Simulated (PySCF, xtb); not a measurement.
Zn(Et)(NH2) (C₂H₇NZn), SMILES C[CH2][Zn][NH2].

GFN2-xTB run with xtb 6.7.1 at its own geometry gives an orbital gap of 3.56 eV and a dipole moment of 1.44 D.

Geometry: B3LYP-D3(BJ)/def2-SVP. The structure was generated by enumeration; whether it is a known compound was not checked. The values are those of a single conformer.

### Question
What does M06-2X/def2-TZVP (PySCF) give? (An estimate is asked for; the answer gives what the named calculation found.)

### Answer
gap 8.38 eV (levels -7.94 and 0.44 eV), dipole 1.14 D.
